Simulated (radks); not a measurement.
Valence configurations of the magnesium ion Mg+ (all share [Ne]). Calculated with a radial shooting solver on a logarithmic mesh with Libxc functionals: scalar-relativistic Kohn-Sham, LDA (Slater exchange, Perdew-Wang correlation), spin-polarised, spherical densities, point nucleus; open shells are filled with parallel spins first. Energies are relative to 3s1; eigenvalues in eV for spin up.

valence,E (eV),moment (Bohr magnetons),e(3p),e(3s)
3s1,0.000,1,-,-12.000
3s0.5 3p0.5,2.226,1,-7.917,-12.370
3p1,4.455,1,-8.239,-

NIST lists [Ne] 3s1 as the ground configuration; this level of theory agrees among the configurations tried. The energies are those of spherical high-spin densities, not of single terms.
